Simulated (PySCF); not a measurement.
## Gas-phase XPS of `ClCC(Cl)=C1CCCC1`, computed

Species: C7H10Cl2.
Numbering: `[Cl:1][CH2:2][C:3]([Cl:4])=[C:5]1[CH2:6][CH2:7][CH2:8][CH2:9]1`

Cartesian coordinates in Å at the PBE0-D3(BJ)/def2-SVP level; atoms count from 1:
```
atom  x, y, z in Å
Cl1    2.945   -1.655   -2.476
C2     2.794   -0.997   -0.804
C3     1.798    0.102   -0.723
Cl4    2.407    1.671   -1.174
C5     0.509   -0.054   -0.396
C6    -0.524    1.041   -0.341
C7    -1.749    0.375    0.292
C8    -1.644   -1.076   -0.173
C9    -0.146   -1.378   -0.072
H10    2.501   -1.836   -0.162
H11    3.793   -0.650   -0.511
H12   -0.745    1.374   -1.372
H13   -0.160    1.930    0.195
H14   -2.696    0.858    0.012
H15   -1.672    0.420    1.391
H16   -1.966   -1.154   -1.226
H17   -2.264   -1.773    0.410
H18    0.185   -2.186   -0.741
H19    0.111   -1.681    0.960
```

Level of theory: delta-SCF UKS SCAN, pcX-2 on the ionised atom, pcseg-1 elsewhere, spin-free X2C (PySCF 2.14.0). Binding energies are ΔSCF values: E(core-ionised, relaxed orbitals) − E(ground state) at a fixed geometry, referred to the vacuum level.

Question: Give the core binding energies atom by atom.

Answer: 
```json
{"atom(s)": "Cl1", "bonded to": "C", "level": "Cl 2p3/2", "binding energy (eV)": "205.48", "2p1/2 (eV)": "207.13", "above the level's lowest (eV)": "0.00", "count": "1"}
{"atom(s)": "Cl4", "bonded to": "C", "level": "Cl 2p3/2", "binding energy (eV)": "205.94", "2p1/2 (eV)": "207.59", "above the level's lowest (eV)": "+0.46", "count": "1"}
{"atom(s)": "C5", "bonded to": "C (double bond) and 2 C", "level": "C 1s", "binding energy (eV)": "290.47", "2p1/2 (eV)": "–", "above the level's lowest (eV)": "0.00", "count": "1"}
{"atom(s)": "C7", "bonded to": "2 C and 2 H", "level": "C 1s", "binding energy (eV)": "290.73", "2p1/2 (eV)": "–", "above the level's lowest (eV)": "+0.26", "count": "1"}
{"atom(s)": "C8", "bonded to": "2 C and 2 H", "level": "C 1s", "binding energy (eV)": "290.75", "2p1/2 (eV)": "–", "above the level's lowest (eV)": "+0.28", "count": "1"}
{"atom(s)": "C6", "bonded to": "2 C and 2 H", "level": "C 1s", "binding energy (eV)": "290.76", "2p1/2 (eV)": "–", "above the level's lowest (eV)": "+0.29", "count": "1"}
{"atom(s)": "C9", "bonded to": "2 C and 2 H", "level": "C 1s", "binding energy (eV)": "290.90", "2p1/2 (eV)": "–", "above the level's lowest (eV)": "+0.43", "count": "1"}
{"atom(s)": "C3", "bonded to": "Cl, C (double bond) and C", "level": "C 1s", "binding energy (eV)": "291.51", "2p1/2 (eV)": "–", "above the level's lowest (eV)": "+1.04", "count": "1"}
{"atom(s)": "C2", "bonded to": "Cl, C and 2 H", "level": "C 1s", "binding energy (eV)": "292.37", "2p1/2 (eV)": "–", "above the level's lowest (eV)": "+1.90", "count": "1"}
{"atom(s)": "Cl1", "bonded to": "C", "level": "Cl 1s", "binding energy (eV)": "2828.07", "2p1/2 (eV)": "–", "above the level's lowest (eV)": "0.00", "count": "1"}
{"atom(s)": "Cl4", "bonded to": "C", "level": "Cl 1s", "binding energy (eV)": "2828.55", "2p1/2 (eV)": "–", "above the level's lowest (eV)": "+0.48", "count": "1"}
```

The listed C 1s values span 1.90 eV, from C5 (bonded to C (double bond) and 2 C) to C2 (bonded to Cl, C and 2 H). The widest gap between neighbouring values is 0.86 eV, between 291.51 and 292.37 eV. Summing the Pauling electronegativity differences to the bonded atoms, each weighted by its formal bond order, gives 0.00 for the lowest site and -0.09 for the highest; the largest sum, +0.61, belongs to C3, 0.86 eV below the top. The smallest sum, -0.70, belongs to C7, 0.26 eV above the lowest. The values 290.73, 290.75 and 290.76 eV lie too close for their order to be trusted.

Lowest listed Cl 1s: Cl1, bonded to C. Highest, 0.48 eV above it: Cl4, bonded to C.

The listed Cl 2p3/2 values span 0.46 eV, from Cl1 (bonded to C) to Cl4 (bonded to C). Summing the Pauling electronegativity differences to the bonded atoms, each weighted by its formal bond order, gives -0.61 for the lowest site and -0.61 for the highest; the sum is the same at every site.

Question: Which photon energy gives electrons from C 1s of C6 a kinetic energy of 50 eV, and what is their de Broglie wavelength?

Answer: hν = 290.76 + 50 = 340.76 eV, recoil neglected; λ = 12.264 Å/√(E/eV) = 1.73 Å.

The 2p values add to the ΔSCF energy of one spin-free hole a correction within the shell (spin–orbit coupling, ligand field). 2p1/2 minus 2p3/2 (ligand field included): Cl 1.65 eV. The structure is a single PBE0-D3(BJ)/def2-SVP conformer in the gas phase; no vibrational or solvent corrections.

On one thread of an Arm Neoverse V2, shared host, this took 3.7 min of wall time.
